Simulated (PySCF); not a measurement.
InCl₃, SMILES [Cl][In]([Cl])[Cl].

Geometry: PBE0-D3(BJ)/def2-SVP. The isomer is the one that the SMILES or the coordinates give; other isomers of the formula were not compared. The def2 effective core potentials stand for the cores of In; spin–orbit coupling is left out.

All values below come from PBE0-D3(BJ)/def2-SVP run with PySCF.

Frequencies are harmonic and unscaled.

Modes within 1.5 cm⁻¹ of each other (mostly degenerate sets) share a row, with their intensities summed.

Computed vibrational spectrum:
```json
[
 {"mode": "1–2", "ν (cm⁻¹)": "93", "IR (km/mol)": "18.6", "Raman (Å⁴/amu)": "6.3", "depolarisation": "0.75", "moving atoms (share of kinetic energy)": "Cl 83 %, In 17 %"},
 {"mode": "3", "ν (cm⁻¹)": "99", "IR (km/mol)": "14.5", "Raman (Å⁴/amu)": "0.0", "depolarisation": "–", "moving atoms (share of kinetic energy)": "Cl 52 %, In 48 %"},
 {"mode": "4", "ν (cm⁻¹)": "346", "IR (km/mol)": "0.0", "Raman (Å⁴/amu)": "23.8", "depolarisation": "0.10", "moving atoms (share of kinetic energy)": "Cl 100 %"},
 {"mode": "5–6", "ν (cm⁻¹)": "404", "IR (km/mol)": "118.6", "Raman (Å⁴/amu)": "9.7", "depolarisation": "0.75", "moving atoms (share of kinetic energy)": "Cl 69 %, In 31 %"}
]
```
